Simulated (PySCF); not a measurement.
C8H6O, SMILES C#Cc1cccc(O)c1 (GFN2-xTB optimised geometry):

```
15

C     -2.290    -2.350    -0.001
C     -1.696    -1.306    -0.001
C     -0.994    -0.077     0.000
C     -1.690     1.131     0.000
C     -0.988     2.323     0.000
C      0.394     2.329     0.000
C      1.093     1.124     0.000
O      2.452     1.171     0.000
C      0.400    -0.077     0.000
H     -2.812    -3.260    -0.001
H     -2.769     1.124     0.000
H     -1.524     3.260     0.000
H      0.952     3.251     0.000
H      2.812     0.276     0.000
H      0.935    -1.018     0.000
```

Level of theory: PBE0/def2-TZVP run with PySCF.

What are the frontier orbital energies and the dipole moment?

HOMO-2 -8.12 eV, HOMO-1 -7.17 eV, HOMO -6.63 eV, LUMO -1.04 eV, LUMO+1 -0.10 eV; dipole moment 0.80 D.

On the same geometry PBE/def2-TZVP in PySCF gives HOMO-2 -6.84 eV, HOMO-1 -6.12 eV, HOMO -5.62 eV, LUMO -1.85 eV, LUMO+1 -1.01 eV; dipole moment 0.85 D.

Meta-Löwdin charges at PBE0/def2-TZVP: C1 -0.22, C2 -0.03, C3 0.01, C4 -0.14, C5 -0.11, C6 -0.16, C7 0.23, O8 -0.47, C9 -0.18, H10 0.18, H11 0.13, H12 0.13, H13 0.14, H14 0.35, H15 0.12.
